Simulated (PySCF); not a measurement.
**Excited states of He (helium, neutral)**

Ground state 1s2, ¹S. All numbers are calculated (PySCF 2.14, the non-relativistic Hamiltonian (point nucleus), in def2-TZVPPD with one added diffuse shell each of s, p type (4s4p1d, 21 functions)). Vertical excitation energies in eV without spin-orbit coupling; excited terms of each kind are numbered among those the solver found. Frozen: nothing.

```
 term  leading excitation  EOM-EE-CCSD  measured centre of gravity (NIST)
 1 3S              1s → s       20.128                      19.820 (1s2s)
1 3P°              1s → p       20.990                      20.964 (1s2p)
1 1P°              1s → p       21.306                      21.218 (1s2p)
 1 1S              1s → s       21.452                      22.920 (1s3s)
```

Only the lower part of the computed list is shown. Doubly excited terms such as np² are absent. The solver can miss terms. Rydberg members are limited by the diffuse functions of the basis.
